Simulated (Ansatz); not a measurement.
Spin states of Zn₃ (the lowest singlet isomer of a short search), each relaxed with PBE0/def2-TZVP in Ansatz. Electronic energies in the gas phase.

Correlated methods freeze 27 core orbitals. HOMO above LUMO, or a gap near zero within one spin, warns that the state may not be the lowest or that an electron is smeared out. The structure comes from a short search, and lower isomers may exist.

Singlet geometry (D3h within 0.1 Å):

```xyz
3

Zn   -0.617    0.762    1.394
Zn    0.791    0.922   -1.196
Zn   -0.174   -1.684   -0.198
```

Triplet geometry (D∞h within 0.1 Å):

| atom | x (Å) | y (Å) | z (Å) |
| --- | --- | --- | --- |
| Zn1 | 0.452 | 1.495 | 1.904 |
| Zn2 | 0.002 | -0.003 | 0.002 |
| Zn3 | -0.454 | -1.493 | -1.905 |

Quintet geometry (D3h within 0.1 Å):

```xyz
3

Zn    0.3851   -1.3532   -0.3498
Zn   -0.8128    0.7810   -0.9117
Zn    0.4277    0.5722    1.2616
```

⟨S²⟩: triplet 2.02 at PBE0/def2-TZVP (pure 2.00), quintet 6.00 at PBE0/def2-TZVP (pure 6.00).

Run but left out: HF/STO-3G (triplet: ⟨S²⟩ 5.53, where a pure state has 2.00); GFN2-xTB (tight binding far off the other levels); HF/STO-3G (quintet: ⟨S²⟩ 8.56, where a pure state has 6.00).

Only these spin states were relaxed. The triplet has other bonds than the singlet, so the gap mixes isomer and spin. The quintet has other bonds than the singlet, so the gap mixes isomer and spin.

| level | triplet − singlet (kcal/mol) | quintet − singlet (kcal/mol) | lowest of these | remarks |
| --- | --- | --- | --- | --- |
| HF/def2-TZVP | 26.8 | 66.0 | singlet | spin-contaminated (⟨S²⟩ 2.14) (triplet) |
| LDA (SPW92)/def2-TZVP | 43.6 | 103.7 | singlet | gap within one spin near zero (triplet) |
| PBE/def2-TZVP | 43.5 | 102.6 | singlet | gap within one spin near zero (triplet) |
| revPBE/def2-TZVP | 43.1 | 101.5 | singlet | – |
| r2SCAN/def2-TZVP | 36.0 | 87.4 | singlet | – |
| PBE0/def2-TZVP | 41.2 | 94.1 | singlet | – |
| ωB97M-V/def2-TZVP | 47.8 | 105.9 | singlet | – |
| RPA@PBE/def2-TZVP | 44.8 | 95.8 | singlet | – |

Change of the quintet − singlet gap on mixing in exact exchange, in kcal/mol: PBE to PBE0 (25 % exact exchange) -8.5.
